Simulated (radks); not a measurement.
Initial-state core-level shifts of the iridium ion Ir2+ when its valence configuration changes from [Xe] 4f14 5d7. Calculated with a radial shooting solver on a logarithmic mesh with Libxc functionals: Dirac Kohn-Sham, PBE, spin-unpolarised, spherical densities, point nucleus; open shells fill j = l - 1/2 first. Shifts are changes of the shell-averaged eigenvalues in eV (positive: less bound).

| valence | 2p | 3d | 5s | 5p |
|---|---|---|---|---|
| 4f14 5d5 6s2 | -7.310 | -7.259 | -6.783 | -6.322 |
| 4f13 5d7 6p1 | -17.217 | -18.996 | -9.079 | -7.754 |
| 4f14 5d5 6s1.5 6p0.5 | -7.900 | -7.855 | -7.372 | -6.900 |
| 4f13 5d6 6s2 | -19.983 | -21.716 | -11.484 | -9.927 |
| 4f14 5d6 6s1 | -3.538 | -3.519 | -3.316 | -3.099 |
| 4f14 5d6.5 6s0.5 | -1.738 | -1.730 | -1.637 | -1.531 |
| 4f14 5d6 6p1 | -4.719 | -4.711 | -4.502 | -4.268 |
| 4f13 5d7 6s1 | -16.035 | -17.802 | -7.889 | -6.579 |
| 4f13 5d6 6s1 6p1 | -21.154 | -22.899 | -12.654 | -11.079 |
